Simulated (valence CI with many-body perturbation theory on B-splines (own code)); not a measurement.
# Level structure of Pt⁴⁴⁺

Level of theory: relativistic CI+MBPT: six valence electrons over a frozen Dirac-Fock core [Ar] 3d10, a basis of 9 s, 9 p, 8 d, 6 f, 3 g, 1 h functions for each j, with the one-electron correlation potential Σ1 (screened to all orders), the two-electron term Σ2, the three-electron term Σ3, Breit, model QED; selected single and double excitations, second order for the rest, scaled by the run's own slope (own B-spline code, finite nucleus).

No measured spectrum was set against this ion. As an estimate, large intervals hold to a few tenths of a per cent, small ones and those within an open d or f shell to about a per cent. Among the levels kept, up to 670 cm⁻¹ of a level comes from second order outside the variational space, and about a tenth of that is noise between levels of different J, which matters for small intervals.

Levels 1 to 39 of 39, with energies above the lowest level, (4s^2 4p1/2^2 4p3/2^2) J=2. "Leading %" is the weight of the configuration and term that name the level; weights of strongly mixed levels are sums over their largest components and can fall short, and the name can then belong to a minority configuration. In the jj column 3d3/2^4 stands for four electrons in 3d with j = 3/2. Lifetimes count E1, E2, E3, M1 and M2 decay at the calculated energies, and are blank where another channel may lead or the interval is too uncertain; long ones can be off by a factor of two.

```tsv
No.	Configuration	Term	J	E (eV)	Leading %	Leading jj	Lifetime	Second component
1	4s²4p⁴	³P	2	0.00	69	4s^2 4p1/2^2 4p3/2^2 (99 %)		30 % 4s²4p⁴ ¹D
2	4s²4p⁴	¹S	0	9.56	63	4s^2 4p1/2^2 4p3/2^2 (99 %)	157 ms	36 % 4s²4p⁴ ³P
3	4s²4p⁴	³P	1	122.82	99	4s^2 4p1/2 4p3/2^3 (99 %)	49.6 ns	
4	4s²4p⁴	¹D	2	127.63	68	4s^2 4p1/2 4p3/2^3 (99 %)	98.6 ns	30 % 4s²4p⁴ ³P
5	4s²4p³4d	³D°	2	167.70	31	4s^2 4p1/2^2 4p3/2 4d3/2 (98 %)	79.7 ps	20 % 4s²4p³4d ³F°
6	4s²4p³4d	³P°	0	170.91	60	4s^2 4p1/2^2 4p3/2 4d3/2 (98 %)	130 ns	28 % 4s²4p³4d ⁵D°
7	4s²4p³4d	³D°	1	171.07	30	4s^2 4p1/2^2 4p3/2 4d3/2 (97 %)	38.7 ps	28 % 4s²4p³4d ³P°
8	4s²4p³4d	³F°	3	171.93	28	4s^2 4p1/2^2 4p3/2 4d3/2 (95 %)	1.26 ns	20 % 4s²4p³4d ³G°
9	4s²4p³4d	³F°	4	196.00	49	4s^2 4p1/2^2 4p3/2 4d5/2 (99 %)	10.1 μs	27 % 4s²4p³4d ⁵D°
10	4s²4p³4d	³P°	2	197.84	34	4s^2 4p1/2^2 4p3/2 4d5/2 (90 %)	10.3 ps	27 % 4s²4p³4d ³D°
11	4s²4p³4d	³D°	3	210.77	38	4s^2 4p1/2^2 4p3/2 4d5/2 (92 %)	1.72 ps	18 % 4s²4p³4d ³F°
12	4s²4p³4d	³D°	1	214.52	34	4s^2 4p1/2^2 4p3/2 4d5/2 (94 %)	2.90 ps	30 % 4s²4p³4d ³P°
13	4s4p⁵	³P°	2	237.48	85	4s 4p1/2^2 4p3/2^3 (85 %)	1.81 ps	
14	4s4p⁵	¹P°	1	250.00	47	4s 4p1/2^2 4p3/2^3 (82 %)	1.13 ps	36 % 4s4p⁵ ³P°
15	4s²4p⁴	³P	0	254.25	62	4s^2 4p3/2^4 (98 %)	21.0 ns	36 % 4s²4p⁴ ¹S
16	4s²4p³4d	³D°	1	285.74	46	4s^2 4p1/2 4p3/2^2 4d3/2 (96 %)	12.4 ps	40 % 4s²4p³4d ⁵D°
17	4s²4p³4d	³F°	2	285.81	44	4s^2 4p1/2 4p3/2^2 4d3/2 (97 %)	100 ps	29 % 4s²4p³4d ⁵D°
18	4s²4p³4d	⁵D°	0	286.12	51	4s^2 4p1/2 4p3/2^2 4d3/2 (96 %)	52.6 ps	27 % 4s²4p³4d ¹S°
19	4s²4p³4d	³F°	3	289.87	32	4s^2 4p1/2 4p3/2^2 4d3/2 (95 %)	41.0 ps	30 % 4s²4p³4d ³G°
20	4s²4p³4d	³G°	4	294.40	50	4s^2 4p1/2 4p3/2^2 4d3/2 (98 %)	294 ns	35 % 4s²4p³4d ¹G°
21	4s²4p³4d	³F°	2	300.26	64	4s^2 4p1/2 4p3/2^2 4d3/2 (96 %)	8.10 ps	23 % 4s²4p³4d ¹D°
22	4s²4p³4d	³D°	3	309.46	52	4s^2 4p1/2 4p3/2^2 4d3/2 (75 %)	549 fs	21 % 4s²4p³4d ⁵D°
23	4s²4p³4d	³P°	2	310.71	39	4s^2 4p1/2 4p3/2^2 4d3/2 (90 %)	418 fs	24 % 4s²4p³4d ³D°
24	4s²4p³4d	³S°	1	311.62	37	4s^2 4p1/2 4p3/2^2 4d3/2 (86 %)	384 fs	27 % 4s²4p³4d ³P°
25	4s²4p³4d	⁵D°	4	312.72	52	4s^2 4p1/2 4p3/2^2 4d5/2 (98 %)	63.8 ns	21 % 4s²4p³4d ³G°
26	4s²4p³4d	³D°	3	312.88	48	4s^2 4p1/2 4p3/2^2 4d5/2 (80 %)	2.29 ps	30 % 4s²4p³4d ³F°
27	4s²4p³4d	³D°	1	318.68	35	4s^2 4p1/2 4p3/2^2 4d5/2 (73 %)	1.67 ps	29 % 4s²4p³4d ³P°
28	4s²4p³4d	³F°	4	318.92	69	4s^2 4p1/2 4p3/2^2 4d5/2 (98 %)	268 ns	28 % 4s²4p³4d ¹G°
29	4s²4p³4d	¹S°	0	319.31	46	4s^2 4p1/2 4p3/2^2 4d5/2 (89 %)	24.6 ps	43 % 4s²4p³4d ³P°
30	4s²4p³4d	³D°	1	320.36	39	4s^2 4p1/2 4p3/2^2 4d3/2 (75 %)	510 fs	38 % 4s²4p³4d ¹P°
31	4s²4p³4d	³G°	5	320.70	99	4s^2 4p1/2 4p3/2^2 4d5/2 (99 %)	281 ns	
32	4s²4p³4d	³D°	2	329.10	45	4s^2 4p1/2 4p3/2^2 4d5/2 (98 %)	99.5 ps	38 % 4s²4p³4d ³P°
33	4s²4p³4d	¹F°	3	332.71	36	4s^2 4p1/2 4p3/2^2 4d5/2 (98 %)	699 ps	33 % 4s²4p³4d ³F°
34	4s²4p³4d	³D°	2	336.75	43	4s^2 4p1/2 4p3/2^2 4d5/2 (93 %)	1.54 ps	17 % 4s²4p³4d ¹D°
35	4s²4p³4d	³S°	1	338.29	30	4s^2 4p1/2 4p3/2^2 4d5/2 (89 %)	1.14 ps	27 % 4s²4p³4d ¹P°
36	4s²4p²4d²	³F	2	338.38	38	4s^2 4p1/2^2 4d3/2^2 (96 %)	28.1 ps	24 % 4s²4p²4d² ⁵G
37	4s²4p³4d	¹F°	3	341.82	46	4s^2 4p1/2 4p3/2^2 4d5/2 (90 %)	1.24 ps	17 % 4s²4p³4d ³D°
38	4s²4p³4d	³P°	2	344.22	40	4s^2 4p1/2 4p3/2^2 4d5/2 (92 %)	815 fs	34 % 4s²4p³4d ¹D°
39	4s²4p²4d²	³P	0	347.77	56	4s^2 4p1/2^2 4d3/2^2 (95 %)	22.0 ps	29 % 4s²4p²4d² ⁵D
```

The ionisation energy to 4s²4p³ ²P°3/2 of the next ion comes out as 2293.4 eV (NIST: 2291 ± 4 eV (theoretical)). All 39 levels together are meant to be complete up to 351.92 eV.
